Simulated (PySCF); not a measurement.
Rigid-rotor lines calculated for a species of formula C4H7BN2 (commonest isotopes; BHandHLYP/def2-SVP geometry optimisation, gas phase (PySCF)), labelled J(Ka,Kc):

```
     transition     MHz
1(0,1) ← 0(0,0)  4372.1
2(1,2) ← 1(1,1)  7917.3
1(1,1) ← 0(0,0)  7312.5
2(1,1) ← 1(1,0)  9571.1
2(0,2) ← 1(0,1)  8593.0
```

Task: Find the rotational constants.

Result: 1(0,1) ← 0(0,0) is B + C, 2(1,1) ← 1(1,0) is 3B + C and 2(1,2) ← 1(1,1) is B + 3C, so B − C is half the difference of the last two, 826.9 MHz. 1(1,1) ← 0(0,0) is A + C. A = 5539.9, B = 2599.5, C = 1772.6 MHz.

Task: What moments of inertia, asymmetry and inertial defect follow?

Result: I = 505379 MHz·u·Å² over each constant: Ia = 91.22, Ib = 194.41, Ic = 285.11 u·Å²; κ = (2B − A − C)/(A − C) = -0.561 (asymmetric top); Δ = Ic − Ia − Ib = -0.53 u·Å².

Task: Which dipole components do these lines need?

Result: μa and μb (a-type: ΔKa even, ΔKc odd; b-type: both odd). The calculation gives |μa| = 3.76 D, |μb| = 0.23 D, |μc| = 0.93 D.

Task: Predict further lines from these constants: 2(2,1) ← 1(1,0); 3(1,2) ← 2(0,2); 2(2,1) ← 2(1,1); 3(0,3) ← 2(0,2); 3(2,2) ← 2(1,2); 2(2,1) ← 1(1,1); 2(2,0) ← 1(1,0); 3(1,2) ← 3(1,3); 3(3,1) ← 2(2,0); 3(2,2) ← 3(1,3).

Result: 
| transition | MHz | type | branch |
| --- | --- | --- | --- |
| 3(1,2) ← 3(1,3) | 4944 | a | Q |
| 2(2,1) ← 2(1,1) | 8821 | c | Q |
| 3(0,3) ← 2(0,2) | 12542 | a | R |
| 3(2,2) ← 3(1,3) | 12630 | b | Q |
| 2(2,1) ← 1(1,0) | 18392 | b | R |
| 2(2,0) ← 1(1,0) | 18544 | c | R |
| 3(1,2) ← 2(0,2) | 18997 | c | R |
| 2(2,1) ← 1(1,1) | 19219 | c | R |
| 3(2,2) ← 2(1,2) | 24418 | c | R |
| 3(3,1) ← 2(2,0) | 29822 | b | R |

Task: Which structure gave them?

Result: `NC1=CC=CBN1`. Three constants can't fix a structure by themselves; this is the one that was computed:
```xyz
14
C4H7BN2 angstrom
N      2.289    0.081    0.046
C      0.913   -0.007    0.019
C      0.227   -1.187    0.150
C     -1.187   -1.191    0.177
C     -1.939   -0.052    0.060
B     -1.207    1.254   -0.089
N      0.225    1.156   -0.093
H      2.699    0.783   -0.549
H      2.770   -0.799   -0.022
H      0.782   -2.115    0.227
H     -1.670   -2.160    0.287
H     -3.020   -0.140    0.086
H     -1.679    2.352   -0.193
H      0.785    1.991   -0.132
```

Not checked by BHandHLYP/def2-SVP frequencies. Zero-point vibration and centrifugal distortion are left out. A rigid rotor knows nothing of inversion at nitrogen, which can split or shift real lines. Quadrupole hyperfine structure (11B, 14N) is left out.

Hardware: Arm Neoverse V1, one thread, on a shared host. Cost: 46 s of wall time, 0.58 GiB resident at most. These figures are those of the optimisation.
